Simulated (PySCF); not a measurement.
Si(H)(F)(Br)(vinyl) (C2H4BrFSi), SMILES C=C[SiH](F)Br.

Coordinates come from a B3LYP-D3(BJ)/def2-SVP optimisation. This is a generated structure with no PubChem entry under its InChIKey; it may be hypothetical. The values are those of a single conformer.

Two levels are set side by side: PBE/def2-TZVP (PySCF) and ωB97X/def2-TZVP (PySCF). Same geometry, gas phase. Differences are taken from unrounded values.

| quantity | ωB97X | PBE | PBE minus ωB97X |
|---|---|---|---|
| orbital gap (eV) | 11.75 | 5.03 | -6.73 |
| highest occupied level (eV) | -10.72 | -7.16 | 3.56 |
| lowest empty level (eV) | 1.03 | -2.13 | -3.16 |
| dipole moment (D) | 2.22 | 2.07 | -0.15 |
| mean polarisability (bohr³) | 66.1 | 69.3 | 3.2 |

Without exact exchange PBE keeps part of each electron's self-repulsion, which lifts occupied levels and narrows the gap. Loosely held outer electrons make PBE densities more polarisable. Differences between two approximate levels are no errors against the true value.

Rough cost on one machine, each run with all the roots and properties that it gave: ωB97X against PBE within a factor of 2.
